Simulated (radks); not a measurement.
All-electron atom: Sr+ in [Ar] 3d10 4s1 4p6 5s1 6s1 (not the ground configuration). Method: scalar-relativistic Kohn-Sham, SOGGA, spin-polarised, spherical densities, finite nucleus; open shells are filled with parallel spins first (spin-orbit coupling, left out, can overturn this in heavy ions); Fermi nuclear charge, rms radius 4.224 fm; computed with a radial shooting solver on a logarithmic mesh with Libxc functionals.

Local quantities along the radius. ELF = 1/(1 + alpha^2) is the electron localisation function; alpha = (tau - tau_W)/tau_unif compares the Pauli kinetic energy density with that of the uniform gas (summed over spins); r v_xc is r times the local exchange-correlation potential of spin up (hartree bohr); 4 pi r^2 rho is in e/bohr; s = |grad rho|/(2 (3 pi^2)^(1/3) rho^(4/3)) is the reduced gradient. tau is taken from the large components.

r (bohr),ELF,alpha,r v_xc,4 pi r^2 rho,s
0.001533,1.000,0.02043,-0.07701,1.274,0.5863
0.001799,1.000,0.02050,-0.08476,1.698,0.5577
0.002095,1.000,0.02072,-0.09345,2.223,0.5352
0.002439,1.000,0.02110,-0.1036,2.901,0.5168
0.002862,1.000,0.02172,-0.1159,3.820,0.5015
0.003332,0.999,0.02254,-0.1293,4.936,0.4905
0.003879,0.999,0.02363,-0.1446,6.341,0.4825
0.004552,0.999,0.02516,-0.1629,8.193,0.4774
0.005299,0.999,0.02707,-0.1824,10.37,0.4756
0.006169,0.999,0.02955,-0.2040,12.99,0.4766
0.007181,0.999,0.03281,-0.2279,16.12,0.4805
0.008427,0.999,0.03738,-0.2554,19.94,0.4881
0.009811,0.998,0.04327,-0.2836,24.05,0.4987
0.01142,0.997,0.05135,-0.3135,28.52,0.5131
0.0134,0.996,0.06342,-0.3463,33.41,0.5328
0.0156,0.994,0.08012,-0.3780,37.95,0.5562
0.01816,0.989,0.1050,-0.4093,42.01,0.5848
0.02132,0.979,0.1457,-0.4405,45.32,0.6207
0.02482,0.959,0.2076,-0.4671,47.15,0.6593
0.02889,0.913,0.3080,-0.4895,47.45,0.6995
0.0339,0.811,0.4820,-0.5076,46.14,0.7354
0.03947,0.646,0.7409,-0.5196,43.82,0.7475
0.04595,0.458,1.088,-0.5285,41.32,0.7147
0.05392,0.329,1.427,-0.5401,39.72,0.6121
0.06277,0.305,1.508,-0.5655,40.29,0.4697
0.07307,0.376,1.289,-0.6174,43.37,0.3463
0.08575,0.529,0.9432,-0.6943,48.73,0.2901
0.09983,0.676,0.6921,-0.7687,54.07,0.3064
0.1162,0.762,0.5589,-0.8297,57.30,0.3667
0.1364,0.776,0.5373,-0.8693,56.31,0.4561
0.1588,0.704,0.6490,-0.8779,50.90,0.5467
0.1848,0.522,0.9571,-0.8604,43.07,0.6047
0.2152,0.324,1.444,-0.8334,36.24,0.5572
0.2525,0.269,1.650,-0.8458,33.41,0.3720
0.294,0.388,1.257,-0.9440,35.42,0.2279
0.3422,0.596,0.8237,-1.053,39.42,0.2196
0.4016,0.740,0.5931,-1.143,41.40,0.3043
0.4675,0.779,0.5321,-1.176,38.35,0.4250
0.5443,0.742,0.5899,-1.146,30.84,0.5733
0.6387,0.588,0.8370,-1.056,21.17,0.7476
0.7436,0.340,1.392,-0.9443,13.59,0.8580
0.8657,0.198,2.015,-0.8608,9.187,0.7587
1.016,0.267,1.656,-0.9055,7.460,0.5107
1.183,0.532,0.9370,-0.9808,6.966,0.4532
1.377,0.725,0.6166,-1.010,6.238,0.5712
1.616,0.728,0.6107,-0.9777,4.804,0.7913
1.881,0.570,0.8691,-0.8902,3.208,1.053
2.19,0.326,1.439,-0.7849,1.915,1.298
2.57,0.226,1.848,-0.7119,1.100,1.392
2.991,0.345,1.378,-0.7145,0.7009,1.402
3.482,0.429,1.155,-0.6690,0.4525,1.652
4.087,0.094,3.109,-0.5593,0.2622,2.034
4.758,0.016,7.965,-0.3374,0.1701,1.431
5.539,0.052,4.254,-0.6368,0.1768,0.2331
6.448,0.540,0.9229,-0.6535,0.2166,0.3613
7.566,0.968,0.1811,-0.8743,0.2141,1.075
8.809,0.997,0.05652,-0.6081,0.1398,2.153
10.25,0.999,0.02338,-0.4656,0.06263,3.647
12.03,1.000,0.01046,-0.4511,0.01857,6.780
14.01,1.000,0.005666,-0.3035,0.003807,13.92
16.31,1.000,0.003580,-0.1643,0.0004866,32.32

On this mesh the ELF has minima near r = 0.063, 0.25, 0.87, 2.6, 4.8 bohr, which separate the shells, and maxima near 0.14 (0.78), 0.47 (0.78), 1.6 (0.73), 3.5 (0.43).
